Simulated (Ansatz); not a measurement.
```yaml
atoms:
  - { symbol: Mg, position_ang: [0.0000, 0.0000, 0.0000] }
  - { symbol: O, position_ang: [0.0000, 0.0000, 2.0500] }
  - { symbol: H, position_ang: [0.7750, 0.0000, 2.6250] }
  - { symbol: H, position_ang: [-0.7750, 0.0000, 2.6250] }
```

Basis set: cc-pVTZ on H, O; cc-pCVTZ on Mg (spherical functions). Correlated methods keep 2 orbitals frozen. Charge 0, multiplicity 1.

Computed with Ansatz (development build ahead of 0.2.0); the reference of a correlated method needn't be the lowest determinant of its kind. Restricted open shells among the atoms or ions are ROHF, correlated in semicanonical orbitals with singles.

(1) Give the atomization energy at this shape (free ground-state atoms in the same class of orbitals less the molecule, no zero-point energy) of singlet MgH2O by RHF-CCSD(T), RHF-MP2.

Answers

(1)

| method | atomization energy |
| --- | --- |
| RHF-CCSD(T) | 9.81 eV |
| RHF-MP2 | 9.94 eV |
